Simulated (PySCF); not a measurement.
Isomers of C5H6O3, one GFN2-xTB conformer each. Single-point energies are computed at PBE0/pcSseg-1 (PySCF, gas phase, no added dispersion term), electronic only.

Question: Rank them by PBE0/pcSseg-1 energy, lowest first (kcal/mol).
A. `[CH2:1]=[CH:2][C@H:3]1[O:4][CH2:5][O:6][C:7]1=[O:8]` with C1–C2–C3–O4 150°, C2–C3–O4–C5 98°, C3–O4–C5–O6 22°, O4–C5–O6–C7 -14°, C5–O6–C7–O8 -178°
B. `[CH2:1]=[CH:2][C@:3]1([C:4](=[O:5])[OH:6])[CH2:7][O:8]1` with C1–C2–C3–C4 39°, C2–C3–C4–O5 -9°, C3–C4–O6–H -178°
C. `[OH:1][CH2:2][C:3]1=[CH:4][O:5][CH:6]=[CH:7][O:8]1` with H–O1–C2–C3 53°, O1–C2–C3–C4 116°

Answer: A (0.0), B (12.7), C (31.6).

As drawn, the lowest has a C=O bond and a C(=O)–O unit, which the highest lacks; the highest has an O–H bond, which the lowest lacks. GFN2-xTB itself gives, in the same order: 0.0, 18.8, 19.7. Both levels put the same isomer lowest; measured from each level's own lowest isomer, the values differ by up to 11.9 kcal/mol (OCC1=COC=CO1: 19.7 against 31.6).

Question: Which frontier levels, dipoles and rotational constants go with these structures?

Answer: 
```csv
SMILES,"HOMO (eV, PBE0/pcSseg-1)",LUMO (eV),dipole (D),"A, B, C (MHz)"
C=C[C@H]1OCOC1=O,-7.89,-0.71,2.74,"3323, 1984, 1389"
C=C[C@]1(C(=O)O)CO1,-7.62,-0.45,1.79,"2762, 2288, 1382"
OCC1=COC=CO1,-5.73,-0.28,1.59,"4757, 1534, 1233"
```
